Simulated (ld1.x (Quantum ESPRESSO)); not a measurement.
# What the settings do to the RRKJ potential of titanium

Base potential:

```json
{
 "Element": "titanium",
 "Generator": "ld1.x (Quantum ESPRESSO) 7.5",
 "Type": "norm-conserving RRKJ (Kleinman–Bylander form)",
 "Functional": "PBE",
 "Relativity": "fully relativistic",
 "Frozen core": "[Ar]",
 "Valence charge": "4",
 "Reference configuration": "3d2 4s2 4p0",
 "Partial waves": "4p (bound, empty): rc 3.85 bohr; 3d (bound): rc 1.30 bohr; 4s (bound): rc 2.15 bohr",
 "Local potential": "the s channel",
 "Core correction": "Bessel-smoothed model core inside 1.15 bohr"
}
```

Open shells are filled in proportion to 2j + 1 (rel_dist='average').

All-electron outer shells of the reference configuration (PBE, scalar-relativistic, ld1.x):

| shell | level (eV) | outermost node (bohr) | outermost maximum (bohr) |
| --- | --- | --- | --- |
| 3s | -62.63 | 0.40 | 0.87 |
| 3p | -38.86 | 0.37 | 0.90 |
| 4s | -4.47 | 1.24 | 2.92 |
| 3d | -4.26 | – | 0.98 |
| 4p | -1.47 | 1.39 | 3.80 |

Cutoffs, loose and tight: the cutoffs (Ry, on a coarse ladder) from which the occupation-weighted sum of valence levels, in a spherical-Bessel basis at the reference potential, stays within 10 and 1 mRy of its value at 400 Ry. They do not see the model core or the augmentation charge, which bear on the density cutoff. Test errors are all-electron minus pseudo excitation energies from the reference, over the configurations 3d2 4s1 4p0; 3d2 4s0 4p0; 3d1 4s0 4p0; 3d1 4s2 4p0; 3d2 4s0 4p1; 3d1 4s2 4p1; 3d2 4s0 4p2. A dash means not determined; rows that change the core or the reference have their own tests.

| change | outcome | cutoff, loose | cutoff, tight | bound ghosts | largest test error (meV) |
| --- | --- | --- | --- | --- | --- |
| base | generated | 90 Ry | 100 Ry | none | -656 |
| functional Wu–Cohen | generated | 90 Ry | 100 Ry | none | -698 |
| wave 4s (bound): rc 2.15 bohr becomes 4s (bound): rc 2.52 bohr | generated | 90 Ry | 100 Ry | none | -582 |
| local potential all-electron potential smoothed inside 1.40 bohr (lloc = -2) | failed: compute_chi: n is too large | – | – | – | – |
| all radii but the core radius scaled by about 1.15 (s 2.46, p 4.42, d 1.50 bohr) | generated | 70 Ry | 80 Ry | none | -553 |
| wave 3d (bound): rc 1.30 bohr becomes 3d (bound): rc 1.84 bohr | generated | 45 Ry | 50 Ry | none | -522 |
| reference 3d2 4s1 4p1 | generated | 90 Ry | 100 Ry | none | -393 |
| type TM semilocal; scalar-relativistic; local potential the p channel | generated | 100 Ry | 120 Ry | none | -517 |
